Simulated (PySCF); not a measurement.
**C²⁺: script and output**

The script input.py:

```python
from pyscf import gto, dft

mol = gto.M(
    atom='C 0 0 0',
    basis='lanl2dz',
    charge=2,
    spin=0,
    symmetry=True,
    verbose=3,
)
mf = dft.RKS(mol, xc='pw6b95')
mf = mf.density_fit(auxbasis='def2-universal-jkfit')
mf.kernel()
mf.analyze()
print('orbital energies (hartree):', mf.mo_energy[..., max(0, mol.nelec[1]-3):mol.nelec[0]+3].round(4))
```

```bash
$ OMP_NUM_THREADS=1 python input.py
```

The log (some set-up lines and the per-cycle HOMO/LUMO lines with their warnings removed):

```
converged SCF energy = -36.5651342995139
Wave-function symmetry id = 0
**** MO energy ****
MO #1 (s+0 #1), energy= -11.7644116413219 occ= 2
MO #2 (s+0 #2), energy= -1.55601461881516 occ= 2
MO #3 (p-1 #1), energy= -1.09515030815252 occ= 0
MO #4 (p+0 #1), energy= -1.09515030815252 occ= 0
MO #5 (p+1 #1), energy= -1.09515030815252 occ= 0
MO #6 (p-1 #2), energy= -0.325415077102567 occ= 0
MO #7 (p+0 #2), energy= -0.325415077102566 occ= 0
MO #8 (p+1 #2), energy= -0.325415077102566 occ= 0
MO #9 (s+0 #3), energy= -0.23638513454408 occ= 0
 ** Mulliken atomic charges  **
charge of    0C =      2.00000

WARN: System has nonzero charge 2; the dipole moment is origin-dependent.
Location of origin: [0. 0. 0.]

Dipole moment(X, Y, Z, Debye):  0.00000,  0.00000,  0.00000
orbital energies (hartree): [-11.7644  -1.556   -1.0952  -1.0952  -1.0952]
```

In short: E(SCF) = -36.565134 Eh.

Run time: 0.68 s on 1 thread of Arm Neoverse V2 (shared host).
